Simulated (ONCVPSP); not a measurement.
# osmium (Os): one change to an ONCV potential, before and after

```json
{
 "Element": "osmium (Os)",
 "Generator": "ONCVPSP 4.0.1",
 "Type": "optimised norm-conserving Vanderbilt (ONCV)",
 "Functional": "PBEsol",
 "Relativity": "scalar-relativistic",
 "Frozen core": "[Kr] 4d10 4f14 5s2",
 "Valence charge": "14",
 "Reference configuration": "5p6 5d6 6s2",
 "Partial waves": "6s: rc 2.60 bohr, ncon 4, nbas 8, qcut 2.5 1/bohr, 2 projectors, debl 3.2 Ha; 5p: rc 1.75 bohr, ncon 4, nbas 9, qcut 8.7 1/bohr, 3 projectors, debl 2.5 Ha; 5d: rc 1.60 bohr, ncon 4, nbas 8, qcut 5.5 1/bohr, 1 projector",
 "Local potential": "polynomial inside 1.55 bohr (lpopt 4, dvloc0 2 Ha)",
 "Core correction": "Teter function, fcfact 3.5, rcfact 1.55"
}
```

Change: core correction Teter function, fcfact 3.5, rcfact 2.02.

Cutoffs: the cutoffs (Ha) at which the residual kinetic energy of the hardest occupied pseudo-wave falls to 1 and 0.1 mHa per electron; they do not see the model core or the augmentation charge, which bear on the density cutoff. Errors are all-electron minus pseudo energies relative to the spin-unpolarised reference configuration.

Problem. Predict the effect on cutoff, ghosts and configuration errors.

Solution. The potential gets neither clearly harder nor softer (21 Ha and 50 Ha → 21 Ha and 50 Ha); of the 4 tests that both files solve, the error grows in 4 and shrinks in 0 by more than 15 % and 0.3 meV (median size 14.9 → 72.9 meV); neither file shows a bound ghost. A model core, the more so a compact one, raises the density cutoff, which this test does not measure.

| quantity | base | changed |
| --- | --- | --- |
| cutoff, loose | 21 Ha | 21 Ha |
| cutoff, tight | 50 Ha | 50 Ha |
| bound ghosts | none | none |
| GHOST(+) flags under 300 eV | s at 60.2 eV, s at 64.4 eV | s at 60.2 eV, s at 64.4 eV |
| error for 5p6 5d6 6s1, meV [ΔE 9.62 eV] | -9.5 | -17 |
| error for 5p6 5d6 6s0, meV [ΔE 26.56 eV] | -41 | -121 |
| error for 5p6 5d5 6s0, meV [ΔE 55.44 eV] | -20 | -283 |
| error for 5p6 5d5 6s2 6p1, meV [ΔE 6.15 eV] | -4.5 | -25 |
| s: phases at 2.64 bohr within 0.05 rad from the reference energy up to (Ha; the scan ends near 5) | 1.8 | 1.8 |
| p: phases at 1.78 bohr within 0.05 rad from the reference energy up to (Ha; the scan ends near 5) | to the end of the scan | to the end of the scan |
| d: phases at 1.63 bohr within 0.05 rad from the reference energy up to (Ha; the scan ends near 5) | to the end of the scan | to the end of the scan |
| rms error of d²Exc/dni dnj with the model core, mHa | 0.50 | 3.43 |
